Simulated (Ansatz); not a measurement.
Total energies of B2FH5Sn, SMILES `[BH2][SnH2][BH]F`.

| atom | x (Å) | y (Å) | z (Å) |
| --- | --- | --- | --- |
| B1 | -0.878 | 1.140 | -1.272 |
| Sn2 | -0.505 | -0.636 | 0.037 |
| B3 | 1.462 | -0.361 | 1.150 |
| F4 | 1.465 | 0.241 | 2.322 |
| H5 | -1.506 | 2.072 | -0.869 |
| H6 | -0.415 | 1.194 | -2.372 |
| H7 | -0.380 | -2.070 | -0.890 |
| H8 | -1.769 | -0.862 | 1.169 |
| H9 | 2.528 | -0.720 | 0.725 |

The species carries charge 0 and has multiplicity 1. Correlated methods include outer-core shells of Sn, which these sets cover unevenly. Sn: def2 effective core potential. All single points use the PBE0-D4/def2-TZVP geometry. It is one conformer, not always the lowest. Basis def2-TZVPP, Ansatz 0.2.0.

RPA on PBE orbitals: Hartree–Fock energy of these orbitals -365.05674 Eh, correlation -1.25252 Eh (frozen core).

```tsv
functional	kind	energy without D4 (Eh)	D4 term (kJ/mol)
LDA (SPW92)	LDA	-365.28908	–
PBE	GGA	-366.68367	-14.9
BLYP	GGA	-366.78450	-31.9
r2SCAN	meta-GGA	-366.88109	-3.6
B3LYP	global hybrid, 20 %	-366.97282	-24.3
r2SCAN0	meta-GGA hybrid, 25 %	-366.83948	-4.3
HSE06 (plane-wave form)	screened hybrid	-366.70265	-12.1
LC-ωPBE	long-range corrected hybrid	-366.81992	–
ωB97X-V	range-separated hybrid GGA with VV10	-366.82069	–
ωB97M-V	range-separated hybrid meta-GGA with VV10	-366.76862	–
```

(1) Give the same for revPBE, B97M-V, PBE0, r2SCANh, BHLYP, CAM-B3LYP, B2PLYP, PBE-QIDH. (Best estimate.)

B3LYP takes the VWN-RPA correlation (the form of Gaussian; ORCA's B3LYP/G). HSE06 is the plane-wave form, built on full-range PBE exchange. The double hybrids freeze the cores in their second-order part.

## Answers

(1) Ansatz gave: 
| functional | kind | energy without D4 (Eh) | D4 term (kJ/mol) |
| --- | --- | --- | --- |
| revPBE | GGA | -366.87587 | -39.4 |
| B97M-V | meta-GGA with VV10 | -366.86900 | – |
| PBE0 | global hybrid, 25 % exact exchange | -366.71278 | -12.8 |
| r2SCANh | meta-GGA hybrid, 10 % | -366.86395 | -3.9 |
| BHLYP | global hybrid, 50 % | -366.75200 | -20.9 |
| CAM-B3LYP | range-separated hybrid | -366.80628 | -13.2 |
| B2PLYP | double hybrid | -366.56208 | – |
| PBE-QIDH | double hybrid | -366.49746 | – |

LC-ωPBE has ω = 0.4 bohr⁻¹.
